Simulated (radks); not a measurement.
Values are calculated unless marked as measured or tabulated.
Q: The mean radii <r> (bohr) of the occupied orbitals of an atom or ion are listed with their occupations. Code: a radial shooting solver on a logarithmic mesh with Libxc functionals. Model: Dirac Kohn-Sham, PBE, spin-unpolarised, spherical densities, point nucleus.

orbital  occ.      <r>
1s1/2       2  0.06643
2s1/2       2   0.3080
2p1/2       2   0.2721
2p3/2       4   0.2749
3s1/2       2   0.9556
3p1/2       2    1.024
3p3/2       4    1.033
3d3/2       4    1.551

Name the element and its charge. Open shells, if any, fill j = l - 1/2 first.

A: Z = 23, vanadium, charge +1: V+ in [Ar] 3d4. The 1s radius gives Z: for a bare nucleus <r> = (2 gamma + 1)/(2Z) with gamma = sqrt(1 - (Z/c)^2), 0.0646 bohr for Z = 23, and screening makes it slightly larger (0.06643 here). The occupations add up to 22, and the charge is Z minus that.
